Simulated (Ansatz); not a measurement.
Consider the redistribution: `C[SiH2]OP` + `F[SiH2]B[SiH3]` → `F[SiH2]P` + `C[SiH2]OB[SiH3]`.

Gas-phase electronic energies from Ansatz, PBE0-D4/def2-TZVP geometries. CCSD(T)/CBS adds triple-zeta CCSD(T) − MP2 to the extrapolated MP2 energy (def2 sets, frozen cores). Functionals use def2-TZVPP. Each species was taken in one conformer, which may not be the lowest.

Task: Is it downhill or uphill in electronic energy at CCSD(T)/CBS, and by how much? (An estimate is asked.)

Result: Ansatz gave: Downhill: ΔE = -43.5 kcal/mol.

Task: What do these levels give: r2SCAN-D4, PBE0-D4, ωB97M-V, HF/def2-QZVPP, MP2/def2-QZVPP, SCS-MP2/def2-QZVPP? (Estimate.)

Result: Ansatz gave: r2SCAN-D4 -44.3, PBE0-D4 -44.0, ωB97M-V -43.5, HF/def2-QZVPP -40.4, MP2/def2-QZVPP -44.9, SCS-MP2/def2-QZVPP -43.2 kcal/mol.

Largest T1 diagnostic among the species: 0.013.

In def2-TZVPP, CCSD(T) changes the Hartree–Fock value by −3.2 kcal/mol (the triples alone add −0.8 kcal/mol) and MP2 by −4.6 kcal/mol.
